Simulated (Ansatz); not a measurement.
Two structures of BH4ClO3, singlet, reached by relaxing down either side of one saddle point (PBE0-D4/def2-TZVP). Energies are electronic, without zero-point energy. Ansatz 0.2.0; basis: def2-TZVPP and def2-QZVPP; cores frozen in the correlated methods. Extrapolation: Hartree–Fock as exp(−7.88 √X), correlation as X^−2.97. First:

```
9
angstrom
B -0.4815 0.2139 -0.4663
O 0.5390 0.8320 0.2286
O -0.7187 -1.1118 -0.3062
O -1.2359 0.9713 -1.3097
H 1.4910 -0.2407 1.3281
Cl 1.8385 -1.3472 1.9244
H 0.6109 1.7695 0.0346
H -0.1241 -1.5468 0.3153
H -1.9193 0.4599 -1.7487
```

Second:

```
9
angstrom
B -0.6492 -0.8250 0.0537
O 1.7923 2.0586 0.0140
O -1.3658 -1.7745 -0.5888
O -0.7223 0.4728 -0.3260
H 2.1535 1.6984 0.8263
Cl 0.4088 -1.2199 1.4145
H 0.9266 1.6437 -0.0704
H -1.2404 -2.6606 -0.2420
H -1.3035 0.6066 -1.0813
```

Task: Which bonds change from the first to the second?

Result: BH₃O₃ ([OH][B]([OH])[OH]) + HCl → BH₂ClO₂ ([OH][B]([OH])[Cl]) + H₂O; bonds formed: B1–Cl6, O2–H5; bonds broken: B1–O2, H5–Cl6.

Task: Give the saddle point's structure and its height above each. (To be estimated.)

Result: The calculation gives: 1.230 eV above the first and 0.744 eV above the second (CCSD(T) at an estimated basis limit (MP2 extrapolated from triple and quadruple zeta, plus CCSD(T) − MP2 in triple zeta)).
B1  (-0.255, -0.060, -0.251)
O2  (1.137, 0.578, -0.201)
O3  (-0.393, -1.274, -0.837)
O4  (-1.196, 0.915, -0.323)
H5  (1.247, 0.269, 0.825)
Cl6  (0.289, -0.597, 1.983)
H7  (1.043, 1.541, -0.233)
H8  (0.209, -1.941, -0.501)
H9  (-2.081, 0.569, -0.461)
(Å)

T1 diagnostic: at most 0.012.

Hydrogen chloride, the by-product of chloride precursors, can attack films and sites by steps of this kind.

Labels in which every atom is bracketed show which atoms are joined, not bond orders.

For scale, one of the runs: CCSD(T)/def2-TZVPP, 222 basis functions, launched by `ansatz run in.yaml --threads 4 --pin off --events-out ev --progress --plain --max-ram 9574MiB`. Hardware: 4 CPU threads of an Arm Neoverse V2, shared host. Wall time 93 s; peak host memory 3.7 GiB.
